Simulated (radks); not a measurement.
Kinetic energies: the exact non-interacting value of the Kohn-Sham orbitals and orbital-free approximations, in hartree. Species: Ca [Ar] 4s2; Se+ [Ar] 3d10 4s2 4p3. Method: non-relativistic Kohn-Sham, exchange-only LDA, spin-polarised, spherical densities, point nucleus; computed with a radial shooting solver on a logarithmic mesh with Libxc functionals. Every spin shell is full or empty, so the densities are truly spherical. Functionals are evaluated on that one density, not self-consistently.

[
 {"functional": "exact", "Ca": "674.160", "Se+": "2394.77"},
 {"functional": "Thomas-Fermi", "Ca": "627.25", "Se+": "2250.6"},
 {"functional": "von Weizsacker", "Ca": "381.37", "Se+": "1131.2"},
 {"functional": "TF + vW", "Ca": "1008.6", "Se+": "3381.7"},
 {"functional": "TF + vW/9", "Ca": "669.63", "Se+": "2376.2"},
 {"functional": "TF + vW/5", "Ca": "703.53", "Se+": "2476.8"},
 {"functional": "LC94", "Ca": "674.59", "Se+": "2394.5"},
 {"functional": "revAPBEK", "Ca": "677.48", "Se+": "2401.7"},
 {"functional": "Thakkar", "Ca": "672.62", "Se+": "2382.6"},
 {"functional": "Pearson", "Ca": "664.59", "Se+": "2367.5"},
 {"functional": "LKT", "Ca": "861.79", "Se+": "2927.2"},
 {"functional": "PG1", "Ca": "824.74", "Se+": "2815.6"},
 {"functional": "Ernzerhof", "Ca": "673.11", "Se+": "2384.7"}
]
